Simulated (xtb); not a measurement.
C$_{4}$H$_{5}$ (SMILES C=C1[CH]C1), doublet, from a rough starting geometry; GFN2-xTB run with xtb 6.7.1.

Input for xtb:
```
$ xtb mol.xyz --gfn 2 --uhf 1 --opt vtight --json

# file mol.xyz
9

C     -0.18369513    -0.13747790     0.22742562
C     -0.12007117    -0.90233787    -1.04083034
C     -0.09007033     0.60897688    -1.01860668
C     -0.15784770    -0.13529316     1.53224553
H      0.74825296    -1.39956935    -1.31572210
H      0.81260471     1.17793884    -1.29532539
H     -1.06293092     1.10932223    -1.30450548
H     -0.04573923    -1.04919129     2.07134300
H     -0.10906436     0.79672859     2.09573172
```

The log (banner, timings and long lists left out):

```
   ID    Z sym.   atoms
    1    6 C      1-4
    2    1 H      5-9

           -------------------------------------------------
          |                Calculation Setup                |
           -------------------------------------------------

           -------------------------------------------------
          |                 G F N 2 - x T B                 |
           -------------------------------------------------

          ...................................................
          :                      SETUP                      :
          :.................................................:
          :  # basis functions                  21          :
          :  # atomic orbitals                  21          :
          :  # shells                           13          :
          :  # electrons                        21          :
          :  max. iterations                   250          :
          :  Hamiltonian                  GFN2-xTB          :
          :  restarted?                      false          :
          :  GBSA solvation                  false          :
          :  PC potential                    false          :
          :  electronic temp.          300.0000000     K    :
          :  accuracy                    1.0000000          :
          :  -> integral cutoff          0.2500000E+02      :
          :  -> integral neglect         0.1000000E-07      :
          :  -> SCF convergence          0.1000000E-05 Eh   :
          :  -> wf. convergence          0.1000000E-03 e    :
          :  Broyden damping             0.4000000          :
          :  net charge                          0          :
          :  unpaired electrons                  1          :
          ...................................................

 iter      E             dE          RMSdq      gap      omega  full diag
   1    -11.1272801 -0.111273E+02  0.434E+00    4.37       0.0  T
   2    -11.1379353 -0.106552E-01  0.257E+00    3.90       1.0  T
   3    -11.1313513  0.658397E-02  0.118E+00    4.51       1.0  T
   4    -11.1401983 -0.884697E-02  0.271E-01    4.00       1.0  T
   5    -11.1405390 -0.340740E-03  0.111E-01    4.10       1.0  T
   6    -11.1406032 -0.641747E-04  0.424E-02    4.08       1.0  T
   7    -11.1406032  0.412751E-08  0.204E-02    4.09       1.6  T
   8    -11.1406049 -0.175960E-05  0.222E-03    4.09      15.0  T
   9    -11.1406049 -0.590043E-08  0.106E-03    4.09      31.6  T
  10    -11.1406049 -0.194681E-08  0.202E-04    4.09     165.1  T
  11    -11.1406049 -0.142109E-10  0.333E-05    4.09     999.5  T

   *** convergence criteria satisfied after 11 iterations ***

         :::::::::::::::::::::::::::::::::::::::::::::::::::::
         ::                     SUMMARY                     ::
         :::::::::::::::::::::::::::::::::::::::::::::::::::::
         :: total energy             -10.938122337145 Eh    ::
         :: gradient norm              0.106418317121 Eh/a0 ::
         :: HOMO-LUMO gap              4.086103079539 eV    ::
         ::.................................................::
         :: SCC energy               -11.140603466702 Eh    ::
         :: -> isotropic ES            0.001761193953 Eh    ::
         :: -> anisotropic ES          0.002048511273 Eh    ::
         :: -> anisotropic XC          0.009635208953 Eh    ::
         :: -> dispersion             -0.003845601990 Eh    ::
         :: repulsion energy           0.202481129557 Eh    ::
         :: add. restraining           0.000000000000 Eh    ::
         :: total charge               0.000000000000 e     ::
         :::::::::::::::::::::::::::::::::::::::::::::::::::::

      -----------------------------------------------------------
     |                   =====================                   |
     |                        A N C O P T                        |
     |                   =====================                   |
     |               Approximate Normal Coordinate               |
     |                Rational Function Optimizer                |
      -----------------------------------------------------------
      -----------------------------------------------------------
     |                   =====================                   |
     |                        A N C O P T                        |
     |                   =====================                   |
     |               Approximate Normal Coordinate               |
     |                Rational Function Optimizer                |
      -----------------------------------------------------------

          ...................................................
          :                      SETUP                      :
          :.................................................:
          :   optimization level         verytight          :
          :   max. optcycles                   200          :
          :   ANC micro-cycles                  20          :
          :   degrees of freedom                21          :
          :.................................................:
          :   RF solver                   davidson          :
          :   write xtbopt.log                true          :
          :   linear?                        false          :
          :   energy convergence         0.1000000E-06 Eh   :
          :   grad. convergence          0.2000000E-03 Eh/α :
          :   maxmium RF displ.          1.0000000          :
          :   Hlow (freq-cutoff)         0.1000000E-01      :
          :   Hmax (freq-cutoff)         5.0000000          :
          :   S6 in model hess.         20.0000000          :
          ...................................................

generating ANC from exact Hessian ...
Using Lindh-Hessian (1995)
 Shifting diagonal of input Hessian by    8.9665162075010449E-003
 Lowest  eigenvalues of input Hessian
    0.000000    0.000000    0.000000    0.000000    0.000000    0.000000
[...]
 * total energy  :   -10.9550373 Eh     change       -0.1238568E-02 Eh
 * total energy  :   -10.9562050 Eh     change       -0.1167667E-02 Eh
 * total energy  :   -10.9575679 Eh     change       -0.1362916E-02 Eh
 * total energy  :   -10.9583200 Eh     change       -0.7521384E-03 Eh
 * total energy  :   -10.9587032 Eh     change       -0.3831379E-03 Eh
 * total energy  :   -10.9589422 Eh     change       -0.2390567E-03 Eh
 * total energy  :   -10.9590429 Eh     change       -0.1006585E-03 Eh
 * total energy  :   -10.9591237 Eh     change       -0.8080457E-04 Eh
 * total energy  :   -10.9591386 Eh     change       -0.1489188E-04 Eh
 * total energy  :   -10.9591453 Eh     change       -0.6690622E-05 Eh
 * total energy  :   -10.9591470 Eh     change       -0.1769370E-05 Eh
 * total energy  :   -10.9591473 Eh     change       -0.2360431E-06 Eh
 * total energy  :   -10.9591474 Eh     change       -0.8524649E-07 Eh
   *** GEOMETRY OPTIMIZATION CONVERGED AFTER 17 ITERATIONS ***
[...]
   1    -11.1741776 -0.111742E+02  0.359E-05    4.52       0.0  T
   2    -11.1741776  0.287592E-11  0.345E-05    4.52     965.6  T
   3    -11.1741776 -0.110560E-10  0.104E-05    4.52    3201.2  T

   *** convergence criteria satisfied after 3 iterations ***

         :::::::::::::::::::::::::::::::::::::::::::::::::::::
         ::                     SUMMARY                     ::
         :::::::::::::::::::::::::::::::::::::::::::::::::::::
         :: total energy             -10.959147359757 Eh    ::
         :: gradient norm              0.000076744551 Eh/a0 ::
         :: HOMO-LUMO gap              4.516954455105 eV    ::
         ::.................................................::
         :: SCC energy               -11.174176011813 Eh    ::
         :: -> isotropic ES            0.001767907175 Eh    ::
         :: -> anisotropic ES          0.001824813625 Eh    ::
         :: -> anisotropic XC          0.010236928479 Eh    ::
         :: -> dispersion             -0.003825531451 Eh    ::
         :: repulsion energy           0.215028652056 Eh    ::
         :: add. restraining           0.000000000000 Eh    ::
         :: total charge              -0.000000000000 e     ::
         :::::::::::::::::::::::::::::::::::::::::::::::::::::

           -------------------------------------------------
          |                Property Printout                |
           -------------------------------------------------

    * Orbital Energies and Occupations

         #    Occupation            Energy/Eh            Energy/eV
      -------------------------------------------------------------
         1        2.0000           -0.6453864             -17.5619
         2        2.0000           -0.5997681             -16.3205
         3        2.0000           -0.5623724             -15.3029
         4        2.0000           -0.5333357             -14.5128
         5        2.0000           -0.5028387             -13.6829
         6        2.0000           -0.4947642             -13.4632
         7        2.0000           -0.4885195             -13.2933
         8        2.0000           -0.4293203             -11.6824
         9        2.0000           -0.4119392             -11.2094
        10        2.0000           -0.4081062             -11.1051
        11        1.0000           -0.3227515              -8.7825 (HOMO)
        12                         -0.1567565              -4.2656 (LUMO)
        13                         -0.0296093              -0.8057
        14                          0.0805892               2.1929
        15                          0.1049652               2.8562
        16                          0.1881101               5.1187
        17                          0.2634087               7.1677
        18                          0.2668086               7.2602
        19                          0.3379496               9.1961
        20                          0.4925346              13.4025
        21                          0.8565400              23.3076
      -------------------------------------------------------------
                  HL-Gap            0.1659950 Eh            4.5170 eV
             Fermi-level           -0.3025914 Eh           -8.2339 eV

     #   Z          covCN         q      C6AA      α(0)
     1   6 C        2.938     0.025    27.444     8.592
     2   6 C        2.886    -0.051    29.261     8.868
     3   6 C        3.805    -0.066    21.760     6.641
     4   6 C        2.833    -0.104    30.604     9.065
     5   1 H        0.927     0.049     2.335     2.389
     6   1 H        0.925     0.031     2.570     2.507
     7   1 H        0.925     0.031     2.570     2.507
     8   1 H        0.926     0.041     2.429     2.437
     9   1 H        0.926     0.043     2.412     2.428

 Mol. C6AA /au·bohr⁶  :        821.542643
 Mol. C8AA /au·bohr⁸  :      19388.442575
 Mol. α(0) /au        :         45.435534

Wiberg/Mayer (AO) data.
largest (>0.10) Wiberg bond orders for each atom

 ---------------------------------------------------------------------------
     #   Z sym  total        # sym  WBO       # sym  WBO       # sym  WBO
 ---------------------------------------------------------------------------
     1   6 C    3.955 --     4 C    1.601     2 C    1.390     3 C    0.945
     2   6 C    3.639 --     1 C    1.390     3 C    1.003     5 H    0.968
                             4 C    0.223
     3   6 C    3.924 --     2 C    1.003     7 H    0.953     6 H    0.953
                             1 C    0.945
     4   6 C    3.841 --     1 C    1.601     9 H    0.973     8 H    0.970
                             2 C    0.223
     5   1 H    0.998 --     2 C    0.968
     6   1 H    0.998 --     3 C    0.953
     7   1 H    0.998 --     3 C    0.953
     8   1 H    0.998 --     4 C    0.970
     9   1 H    0.998 --     4 C    0.973
 ---------------------------------------------------------------------------

Topologies differ in total number of bonds
Writing topology from bond orders to xtbtopo.mol

molecular dipole:
                 x           y           z       tot (Debye)
 q only:        0.006      -0.021      -0.034
   full:        0.013      -0.030      -0.099       0.266
molecular quadrupole (traceless):
                xx          xy          yy          xz          yz          zz
 q only:       -0.620      -0.190       0.312      -0.098       0.163       0.308
  q+dip:       -2.093      -0.636       0.862      -0.415       0.924       1.230
   full:       -0.781      -0.280       0.489      -0.168       0.500       0.292

optimized geometry written to: xtbopt.xyz

           -------------------------------------------------
          | TOTAL ENERGY              -10.959147359757 Eh   |
          | GRADIENT NORM               0.000076744551 Eh/α |
          | HOMO-LUMO GAP               4.516954455105 eV   |
           -------------------------------------------------
```
